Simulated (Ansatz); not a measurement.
(H2Al-mu-Cl)2 (Al₂H₄Cl₂), 8 atoms. Hardware: 4 threads of Intel Xeon Platinum 8259CL on a shared host.

Correlated methods freeze 20 core orbitals.

How many basis functions does each of these Ansatz runs have, and roughly what does it cost? PBE0-D4/def2-SVP, charge 1 doublet at the geometry of the charge 0 singlet, energy with a search over starts; LDA (SPW92)/def2-TZVP, charge 0 singlet, energy, from earlier orbitals; r2SCAN-D4/def2-TZVP, charge 1 doublet at the geometry of the charge 0 singlet, energy, from earlier orbitals; B2PLYP/def2-TZVP, charge 0 singlet, energy, from earlier orbitals; PBE0-D4/def2-SVP, charge 0 singlet, energy with a search over starts; CCSD(T)/def2-TZVPP, charge 0 singlet, energy, from earlier orbitals; PBE0-D4/def2-TZVP, charge 0 triplet at the geometry of the charge 0 singlet, energy; revPBE-D4/def2-TZVP, charge 0 singlet, energy, from earlier orbitals; HF/STO-3G, charge 0 singlet, energy; r2SCAN-D4/def2-TZVP, charge 0 singlet, energy and forces, from earlier orbitals; r2SCAN-D4/def2-SVP, charge 0 singlet, relaxation, 4 steps; PBE-D4/def2-TZVP, charge 0 triplet at the geometry of the charge 0 singlet, energy, from earlier orbitals.

Other jobs shared the machine, so times can vary by a factor of up to 3. A dash marks memory too small to be measured apart from the calling script's.

| run | functions | fitting or Cholesky vectors | wall time | peak host memory (GiB) |
| --- | --- | --- | --- | --- |
| HF/STO-3G, charge 0 singlet, energy | 40 | 443 | 0.25 s | – |
| LDA (SPW92)/def2-TZVP, charge 0 singlet, energy, from earlier orbitals | 172 | 1206 | 1.3 s | – |
| revPBE-D4/def2-TZVP, charge 0 singlet, energy, from earlier orbitals | 172 | 1206 | 1.8 s | – |
| PBE0-D4/def2-SVP, charge 0 singlet, energy with a search over starts | 92 | 840 | 2.1 s | – |
| PBE0-D4/def2-SVP, charge 1 doublet at the geometry of the charge 0 singlet, energy with a search over starts | 92 | 840 | 2.4 s | – |
| PBE-D4/def2-TZVP, charge 0 triplet at the geometry of the charge 0 singlet, energy, from earlier orbitals | 172 | 1206 | 4.6 s | – |
| r2SCAN-D4/def2-TZVP, charge 0 singlet, energy and forces, from earlier orbitals | 172 | 1206 | 4.7 s | – |
| B2PLYP/def2-TZVP, charge 0 singlet, energy, from earlier orbitals | 172 | 1086 | 5.5 s | – |
| r2SCAN-D4/def2-TZVP, charge 1 doublet at the geometry of the charge 0 singlet, energy, from earlier orbitals | 172 | 1206 | 6 s | – |
| r2SCAN-D4/def2-SVP, charge 0 singlet, relaxation, 4 steps | 92 | 1008 | 13 s | – |
| PBE0-D4/def2-TZVP, charge 0 triplet at the geometry of the charge 0 singlet, energy | 172 | 1270 | 23 s | 0.85 |
| CCSD(T)/def2-TZVPP, charge 0 singlet, energy, from earlier orbitals | 224 | 1304 | 45 s | 3.1 |
